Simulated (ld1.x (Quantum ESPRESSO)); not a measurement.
# u(r) = r·R(r): atom against pseudo-atom (aluminium)

Columns: radius, all-electron u(r) and pseudo u(r) of the 3s shell (level -7.91 eV) of aluminium in the configuration [Ne] 3s1.75 3p1.25; revPBE, non-relativistic, PAW scheme, ld1.x (Quantum ESPRESSO) 7.5.

| r (bohr) | all-electron | pseudo |
| --- | --- | --- |
| 0.152 | 0.0211 | 0.0248 |
| 0.305 | -0.2383 | 0.0546 |
| 0.458 | -0.2888 | 0.0931 |
| 0.610 | -0.1952 | 0.1424 |
| 0.762 | -0.0422 | 0.2031 |
| 0.915 | 0.1219 | 0.2743 |
| 1.068 | 0.2713 | 0.3519 |
| 1.220 | 0.3957 | 0.4304 |
| 1.372 | 0.4938 | 0.5049 |
| 1.525 | 0.5682 | 0.5703 |
| 1.678 | 0.6213 | 0.6213 |
| 1.830 | 0.6551 | 0.6551 |
| 1.982 | 0.6724 | 0.6724 |
| 2.135 | 0.6758 | 0.6758 |
| 2.288 | 0.6679 | 0.6679 |
| 2.440 | 0.6512 | 0.6512 |
| 2.592 | 0.6279 | 0.6279 |
| 2.745 | 0.5996 | 0.5996 |
| 2.898 | 0.5680 | 0.5680 |
| 3.050 | 0.5346 | 0.5346 |
| 3.202 | 0.5002 | 0.5002 |
| 3.355 | 0.4655 | 0.4655 |
| 3.508 | 0.4312 | 0.4312 |
| 3.660 | 0.3982 | 0.3982 |
| 3.812 | 0.3664 | 0.3664 |
| 3.965 | 0.3361 | 0.3361 |

**Question.** How many radial nodes do the two functions have?

**Answer.** The all-electron 3s function has n − l − 1 = 2; the pseudo-wave has 0, since the states of the same l below it are removed with the core.

**Question.** At about which radius was the pseudo-wave matched?

**Answer.** 1.75 bohr, where the columns begin to agree (steps of 0.15 bohr).

**Question.** Is the pseudo-wave norm-conserving?

**Answer.** No, it belongs to a PAW set: the norm inside the radius is not constrained, and the difference is carried by the augmentation charge.
